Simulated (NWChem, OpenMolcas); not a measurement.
# SiNHF3 (SMILES [NH][Si](F)(F)F): the dipole moment, rung by rung

SiNHF3: 6 atoms, total charge 0, spin state doublet. SMILES: `[NH][Si](F)(F)F`. Geometry: relaxed at PBE0-D4/def2-TZVP.

```xyz
6

N    -0.9745    0.6046    0.7139
Si    0.1936   -0.0896   -0.3461
F    -0.0871    0.3876   -1.8126
F     0.1231   -1.6614   -0.3302
F     1.6523    0.3596    0.0356
H    -0.8653    0.3354    1.6932
```

Quantity: the dipole moment, in D. The values are calculated.

| level | kind | program | value (D) | CPU time |
| --- | --- | --- | --- | --- |
| USVWN5/6-31G* (spherical functions) | LDA | NWChem | 1.85 | 31 s |
| U-revPBE/6-31G* (spherical functions) | GGA | OpenMolcas | 1.76 | 27 s |
| UBLYP/6-31G* (spherical functions) | GGA | OpenMolcas | 1.76 | 27 s |
| UPBE/6-31G* (spherical functions) | GGA | OpenMolcas | 1.78 | 27 s |
| UM06-L/6-31G* (spherical functions) | meta-GGA | OpenMolcas | 1.91 | 32 s |
| UB3LYP/6-31G* (spherical functions) | global hybrid | NWChem | 1.87 | 43 s |
| UM06-2X/6-31G* (spherical functions) | hybrid meta-GGA | OpenMolcas | 1.94 | 39 s |
| UPBE0/6-31G* (spherical functions) | global hybrid | NWChem | 1.91 | 43 s |

The values span 1.76 to 1.94 D. Magnitudes only. Times are those of the runs behind each value, whatever else they computed, on shared processors of several kinds: orders of magnitude only.
